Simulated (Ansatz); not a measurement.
Au (SMILES [Au+]), charge +1, singlet (core potentials on Au); PBE0/def2-SVP in Ansatz (a quantum-chemistry and plane-wave program).

Ansatz was given this input:
Ansatz 0.2 input:
```yaml
crystal:
  periodic: [false, false, false]
  atoms:
    - {symbol: Au, position_ang: [0.00000000, 0.00000000, 0.00000000]}
basis:
  gaussian:
    orbitals: def2-SVP
hamiltonian:
  xc: pbe0
total_charge: 1
scf: {lower_state_search: off}
```

### Question
What does Ansatz print? Leave out banner, timings and long lists.

### Answer

```
Functional definition: PBE0
these checks for a lower state are left out or cut short: stability, starts, cluster_reference, orbital_swaps, neighbouring_geometries, increment
214 factors; integrals over basis functions are off by at most 1.9e-4 eV
mean field evaluation 1: about -3678.7540 eV, gradient 4.4e1 eV
mean field evaluation 2: about -3678.7456 eV, gradient 4.9e1 eV
mean field evaluation 4: about -3683.2674 eV, gradient 6.1e-1 eV
mean field evaluation 8: about -3683.2680 eV, gradient 6.7e-3 eV
mean field -3683.26802157 eV, -135.3576031841 hartree, gradient 2.8e-6 eV, S^2 0.000000; 0 other end points of the search recorded, 0 dependent functions left out
reference -3683.26803365 eV, -135.3576036278 hartree; 9, 9 occupied and 23, 23 virtual orbitals, 214 factors
Total energy: -3683.26803365 eV, -135.3576036278 hartree
Checks for a lower state left out: stability, starts, cluster_reference, orbital_swaps, neighbouring_geometries, increment
```
